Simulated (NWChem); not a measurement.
Cl₄Ge in NWChem

```xyz
5

Cl     1.7367     0.0000    -1.2276
Ge     0.0000     0.0000     0.0000
Cl    -1.7367     0.0000    -1.2276
Cl     0.0000    -1.7367     1.2276
Cl     0.0000     1.7367     1.2276
```
Charge 0, spin multiplicity 1.

Everything below was run with NWChem. Structure: optimised with PBE0/def2-SVP, a minimum by its harmonic frequencies.

Symmetry labels belong to the abelian group C2v used in the runs, with the axes of the coordinates shown; states degenerate in a higher group split over its labels.

The Hamiltonian is non-relativistic. The structure started from a generated list of species.

### Question
List the lowest 3 singlet excitations that TD-PBE/def2-SVP gives, with oscillator strengths.

### Answer
| state | symmetry | energy (eV) | wavelength (nm) | f |
|---|---|---|---|---|
| 1 | a2 | 5.04 | 246 | 0.000 |
| 2 | b1 | 5.04 | 246 | 0.000 |
| 3 | b2 | 5.04 | 246 | 0.000 |
